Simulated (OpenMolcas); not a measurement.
W4+: moving or changing the point charges

W4+ among 5 point charges of -2 e arranged as a trigonal bipyramid (D3h), 2.08 Å from the ion, with the axial distance 2.330 Å.
```
   2.0800    0.0000    0.0000  -2.00
  -1.0400    1.8013    0.0000  -2.00
  -1.0400   -1.8013    0.0000  -2.00
   0.0000    0.0000    2.3296  -2.00
   0.0000    0.0000   -2.3296  -2.00
```

```
Program             : OpenMolcas 26.06
Method              : SS-CASPT2, IPEA 0.25 Eh, imaginary shift 0.1 Eh (closed shells correlated: 4f 5s 5p)
Basis               : ANO-RCC-VTZP [8s7p5d3f2g1h]
Scalar Hamiltonian  : DKH2, point nucleus
Active space        : 2 electrons in 5 orbitals (5d)
State averaging     : 2S+1 = 3 even, 10 roots; 2S+1 = 1 even, 15 roots
Spin-orbit coupling : RASSI with atomic mean-field integrals over the reference wave functions
```

Runs around this geometry, states (labels of D3, the rotations of D3h). Energies in cm-1 above the lowest state or level, χT in cm3 K/mol.

```csv
R (Å),q (e),Axial / equatorial distance,Ground state,First state of that spin,First gap with spin-orbit (degeneracies),χT at 300 K,First state of another spin
2.08,-1.6,1.12,3A2,3A1 1880,"980 (1, 2)",0.081,1E 9280
1.95,-2,1.12,3A2,3A1 2920,"1190 (1, 2)",0.047,1E 9720
2.08,-2,1.12,3A2,3A1 2270,"1160 (1, 2)",0.064,1E 9620
2.26,-2,1.12,3A2,3A1 1560,"840 (1, 2)",0.100,1E 8970
2.08,-2,1.21,3A2,3E 3860,"1240 (1, 2)",0.056,1E 9170
```

Taking the first state of the same spin as R^-n, n = -ln(1560 / 2920) / ln(2.26 / 1.95) = 4.2 between the shortest and longest distance.

Scaling the charges by -1.6 / -2 = 0.80 scales the first state of the same spin by 1880 / 2270 = 0.83; with fixed orbitals a first-order splitting would follow the charge.

Roots that are degenerate in the reference are averaged as groups; the widest CASPT2 spread within a group is 130 cm-1 (the 2-fold group of multiplicity 3 near 13500 cm-1 above the lowest state of its run, R = 1.95, q = -2, ratio = 1.12). Shifts and gaps below about the spread of the groups concerned are not significant. Free-ion shares, where given, are those of the reference states; single-state CASPT2 does not remix them. Spin-orbit coupling mixes the spin-free states strongly: the lowest level takes only 52 % from its leading state, 3A2 (figures for R = 2.08, q = -1.6, ratio = 1.12; the like holds for R = 1.95, q = -2, ratio = 1.12, R = 2.08, q = -2, ratio = 1.12, R = 2.26, q = -2, ratio = 1.12, R = 2.08, q = -2, ratio = 1.21). This is an electrostatic model: the charges have no orbitals. No measured value stands beside these numbers.
